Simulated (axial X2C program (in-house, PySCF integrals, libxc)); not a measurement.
# Levels of AlSn by electron attachment to AlSn⁺ (EOM-EA-CCSD)

Calculated with an in-house all-electron X2C program for linear molecules (integrals from PySCF): two-component X2C with atomic mean-field Coulomb and Gaunt terms, Gaussian nuclei, basis Sn dyall-acv3z, Al dyall-av3z with contracted cores.

R = 2.666 Å (near the PBE0 minimum at charge 0 of the determinant lowest at the starting distance; the state shown can have its own minimum elsewhere).

Levels of AlSn obtained by attaching an electron to AlSn⁺:

```csv
Ω,binding energy (eV),above lowest (cm⁻¹),attached spinor,one-particle weight
1/2,6.519,0,"27% Sn pπ, 23% Al pσ, 23% Sn pσ",0.92
3/2,6.519,0,"55% Sn pπ, 33% Al pπ",0.92
1/2,4.653,15051,"51% Al pπ, 17% Sn dπ, 15% Sn pπ",0.87
```

This point took 50 s on 1 thread of Arm Neoverse N1, on a shared host.

Reference electrons by ω block (each with its −ω partner): 1/2: 21, 3/2: 8, 5/2: 2. 16 electrons of AlSn⁺ correlated (inner shells frozen), 88 natural virtual spinors (a truncated set); levels can be off by some tenths of an eV. Roots sought by Ω: (1/2: 5, 3/2: 4, 5/2: 2, 7/2: 1); rows need 60 % one-particle weight and stop where some Ω has no more roots. Missing are any skipped roots, higher Ω and states of a further excitation; these come out far too high here and may in truth be low or lowest. T1 of the reference 0.024 (Lee–Taylor). The reference was not checked to be the lowest state of its species. Number of frozen shells: Sn 4 s, 3 p, 1 d; Al 2 s, 1 p. Large amplitudes in the reference (orbital relaxation or multireference character) lower the reliability.
